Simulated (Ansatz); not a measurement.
One change: `O[SiH](O)[CH2][GeH3]` becomes `[OH][GeH2][SiH](O)O`.

Ansatz, PBE0-D4/def2-TZVP geometries, multiplicity 1. Each molecule was computed in one conformer, which needn't be the lowest.

Scalar relativity is left out up to krypton.

```tsv
property	`O[SiH](O)[CH2][GeH3]`
HOMO energy (PBE/def2-TZVPP) / eV	-6.95
HOMO–LUMO gap (ωB97M-V/def2-TZVPP) / eV	12.53
LUMO energy (B3LYP/def2-TZVPP) / eV	0.21
LUMO energy (PBE/def2-TZVPP) / eV	-0.29
HOMO energy (B3LYP/def2-TZVPP) / eV	-8.09
HOMO energy (PBE0/def2-TZVPP) / eV	-8.31
```

Problem. Give the same properties after the change, and the shifts. (Estimate.)

Solution. The calculation gave: 
```json
{"property": "HOMO energy (PBE/def2-TZVPP) / eV", "`[OH][GeH2][SiH](O)O`": "-6.72", "shift": "0.23"}
{"property": "HOMO–LUMO gap (ωB97M-V/def2-TZVPP) / eV", "`[OH][GeH2][SiH](O)O`": "11.31", "shift": "-1.22"}
{"property": "LUMO energy (B3LYP/def2-TZVPP) / eV", "`[OH][GeH2][SiH](O)O`": "-0.70", "shift": "-0.91"}
{"property": "LUMO energy (PBE/def2-TZVPP) / eV", "`[OH][GeH2][SiH](O)O`": "-1.30", "shift": "-1.01"}
{"property": "HOMO energy (B3LYP/def2-TZVPP) / eV", "`[OH][GeH2][SiH](O)O`": "-7.76", "shift": "0.33"}
{"property": "HOMO energy (PBE0/def2-TZVPP) / eV", "`[OH][GeH2][SiH](O)O`": "-7.95", "shift": "0.36"}
```

With PBE0 the HOMO rises by 0.36 eV and the LUMO falls by 1.01 eV, so the gap narrows by about 1.37 eV. PBE moves the HOMO by 0.23 eV and ωB97M-V by 0.49 eV.

B3LYP here is the variant with VWN-RPA as its local correlation; programs differ in this.
